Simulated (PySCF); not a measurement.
Spinor energies of Ca²⁺ (calcium, charge +2)

Start: [Ar]. Calculated with PySCF 2.14 in x2c-QZVPPall-2c: generalised Hartree-Fock with the X2C-1e Hamiltonian and a Gaussian nucleus; one run each with spin-orbit coupling (SO) switched off, then screened by Boettger's factors.

```tsv
spinor shell	electrons	ε, spin-free (eV)	ε, screened SO (eV)	weight of nominal j (screened SO)	rms radius, screened SO (bohr)
1s1/2	2	-4099.8	-4099.8	1.000	0.0888
2s1/2	2	-476.52	-476.51	1.000	0.393
2p1/2	2	-386.07	-388.64	1.000	0.360
2p3/2	4	-386.07	-384.80	1.000	0.363
3s1/2	2	-76.090	-76.089	1.000	1.24
3p1/2	2	-51.071	-51.356	1.000	1.36
3p3/2	4	-51.071	-50.930	1.000	1.37
```

| quantity | spin-free | screened SO |
| --- | --- | --- |
| E (hartree) | -679.02817 | -679.03171 |
| M_J | 0 | 0 |
| ⟨J²⟩ | 0.000 | 0.000 |
| ⟨L²⟩ | 0.000 | 0.000 |
| ⟨S²⟩ | 0.000 | 0.000 |

Without spin-orbit coupling the j labels of p, d and f shells carry no meaning; the spin-free column gives the mean over the occupied spinors of each nl shell.
